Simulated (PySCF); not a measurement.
SbCl⁻: frontier orbitals

ωB97X at R = 2.539 Å; PySCF, scalar-relativistic core potentials, basis sets Sb def2-SVPD with ECP28, Cl def2-SVPD. State: ²Π (doublet), unpaired electrons π ↑. Only the outer orbitals are listed, counted within each symmetry, core potentials removing the inner ones.

```tsv
spin	orbital	occ.	ε (eV)	on Sb (%)	main shells (%)
α	7σ	1	-19.36	2	97 Cl s
α	8σ	1	-11.64	84	83 Sb s, 13 Cl p
α	9σ	1	-6.27	28	72 Cl p, 15 Sb p, 13 Sb s
α	4π	1	-6.21	6	94 Cl p
α	4π	1	-6.06	4	96 Cl p
α	5π	1	-2.51	93	92 Sb p
α	5π	1	-1.65	93	92 Sb p
α	10σ	0	5.06	67	32 Sb p, 24 Cl s, 23 Sb s
β	7σ	1	-19.30	2	98 Cl s
β	8σ	1	-10.81	80	79 Sb s, 17 Cl p
β	9σ	1	-6.08	33	68 Cl p, 18 Sb s, 14 Sb p
β	4π	1	-6.03	4	96 Cl p
β	4π	1	-5.96	3	97 Cl p
β	5π	1	-1.39	93	91 Sb p
β	5π	0	4.01	92	90 Sb p
β	10σ	0	5.07	67	28 Sb s, 26 Sb p, 25 Cl s
```

Task: Which are the highest filled and the lowest empty level, where do they sit, and how wide is the gap?

Result: Highest filled β 5π at -1.39 eV (in %: 91 Sb p); lowest empty β 5π at 4.01 eV (in %: 90 Sb p); the gap at ωB97X is 5.40 eV. Both belong to one degenerate shell, split only by its one-sided filling, so this is no excitation gap. An empty level above zero is unbound, and its energy depends on the basis.

* bond order (Mayer): 0.69
* ⟨S²⟩: 0.753
* charge on Sb (Mulliken, basis-dependent): -0.24
* charge on Sb (Löwdin, basis-dependent): -0.29
* dipole moment (positive dipole points towards Cl; it is taken about the centre of mass and depends on that origin): -2.50 D

Spin–orbit coupling is left out. The state is the lowest determinant that a PBE0 search found; another state may lie lower at other levels.
